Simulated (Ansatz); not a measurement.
A geometry relaxed with Ansatz (an electronic-structure program) with PBE0-D3(BJ)/def2-TZVP, charge 0, multiplicity 1:

```xyz
5

Br    -1.1191     1.8716     0.2367
Br     0.1853    -0.9924     1.9474
Br    -1.0649    -1.3174    -1.3936
Si     0.0000     0.0000     0.0000
Br     1.9987     0.4382    -0.7905
```

**Question.** Write the SMILES of this molecule.

**Answer.** `Br[Si](Br)(Br)Br`
